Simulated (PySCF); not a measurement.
Compound: SiMe2(SiMe3)2, C8H24Si3.
Bonds: Si1–C2, Si1–C6, Si1–Si10, Si1–Si23, Si10–C11, Si10–C12, Si10–C13, Si23–C24, Si23–C25, Si23–C26. Hydrogens: H3, H4, H5 on C2; H7, H8, H9 on C6; H14, H15, H16 on C11; H17, H18, H19 on C12; H20, H21, H22 on C13; H27, H28, H29 on C24; H30, H31, H32 on C25; H33, H34, H35 on C26.

The closed-shell ground state was solved at several levels (PySCF, density fitting, gas phase, non-relativistic). Geometry: PBE0-D3(BJ)/def2-SVP; no solvent, vibrations or thermal averaging. The dipole stays under 0.02 D at every level.

```csv
level,basis functions,HOMO (eV),LUMO (eV),gap (eV)
PBE0/def2-SVPD,424,-6.50,0.29,6.79
wB97X-D/pcSseg-1,328,-8.33,2.32,10.65
```

Question: What might PBE0/pcSseg-1 (328 basis functions) give for the same quantities?

Answer: HOMO -6.58 eV, LUMO 0.61 eV, gap 7.19 eV.

Question: Over all these levels, which gives the widest orbital gap and which the narrowest?

Answer: wB97X-D/pcSseg-1 (range-separated hybrid) has the widest, 10.65 eV, and PBE0/def2-SVPD (global hybrid, 25 % exact exchange) the narrowest, 6.79 eV. Functional and basis both differ between the two, so the spread mixes both effects.
